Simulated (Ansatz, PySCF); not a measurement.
Process, species as SMILES: c1cncnc1 + 9 [H][H] (H2) -> 4 C (CH4) + 2 N (NH3)
Structures are relaxed separately at B3LYP-D3(BJ)/def2-TZVP in Ansatz (a first-principles code). Frequencies are from Ansatz or PySCF. Unstable Hartree-Fock reference: c1cncnc1.

Property: energy of full hydrogenation (enthalpy at 298 K, with B3LYP-D3(BJ) rigid-rotor harmonic-oscillator terms), in kcal/mol. Correlated levels leave the core frozen unless marked. Spin-orbit coupling is left out. No relativistic terms. CBS marks a two-point X^-3 extrapolation of the correlation energy; Hartree-Fock from the larger set.

From measured enthalpies of formation at 298 K: -139.8 kcal/mol (c1cncnc1 46.8, CRC Handbook; [H][H] (H2) 0.0, ATcT 1.112; C (CH4) -17.8, ATcT 1.112; N (NH3) -10.9, ATcT 1.112). It holds spin-orbit effects, which the calculations lack, and core correlation, which the frozen-core levels lack. This is an older compilation, not checked against later work.

Task: Rank these levels by their absolute error against the measured value, smallest first: MP2/STO-3G (Ansatz); CCSD/CBS(cc-pVTZ,cc-pVQZ) (Ansatz); SVWN5/def2-TZVPD (Ansatz); HSE06/def2-TZVPD (Ansatz); CCSD/STO-3G (Ansatz).

Result: HSE06/def2-TZVPD (-147.1 kcal/mol, error -7.3), CCSD/CBS(cc-pVTZ,cc-pVQZ) (-148.3 kcal/mol, error -8.5), SVWN5/def2-TZVPD (-150.1 kcal/mol, error -10.3), MP2/STO-3G (-106.2 kcal/mol, error 33.6), CCSD/STO-3G (-104.2 kcal/mol, error 35.6)
